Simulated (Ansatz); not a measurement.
The cluster SiTe₂, relaxed as a triplet with UKS r2SCAN-D4/def2-TZVP in Ansatz, starting from the r2SCAN-D4/def2-TZVP geometry of the neutral singlet. Force threshold 0.02 eV/Å.

In the def2 sets Te takes a core potential; there is no spin–orbit coupling. At r2SCAN-D4/def2-TZVP a singlet of charge 0 lies 0.93 eV below the triplet, each at its own geometry. The structure comes from a short search, and lower isomers may exist.

Start:

Cartesian coordinates in Å:
```
Si 0.207 0.347 1.314
Te -1.149 -1.016 -0.270
Te 0.942 0.669 -1.044
```

| step | energy (eV) | largest force component (eV/Å) | SCF passes |
| --- | --- | --- | --- |
| 1 | -22469.1919 | 2.409 | 23 |
| 2 | -22469.5874 | 0.561 | 31 |
| 3 (rejected) | -22469.5467 | 0.317 | 72 |
| 4 | -22469.5988 | 0.331 | 27 |
| 5 (rejected) | -22469.5434 | 0.760 | 26 |
| 6 (rejected) | -22469.5972 | 0.339 | 26 |
| 7 | -22469.6042 | 0.022 | 25 |
| 8 | -22469.6043 | 0.001 | 28 |

Force components are those of the run's own axes.

End:

Cartesian coordinates in Å:
```
Si 0.194 0.325 1.230
Te -1.291 -1.126 -0.173
Te 1.098 0.801 -1.057
```

By distances, no bond broke or formed. The bond that changes most is Te2–Te3, from 2.80 to 3.19 Å (atoms count from 1).

No frequencies were taken in this run, so the end may be a saddle point.

Hardware: 4 threads of AMD EPYC 9R45 on a shared host. Wall time 11 s.
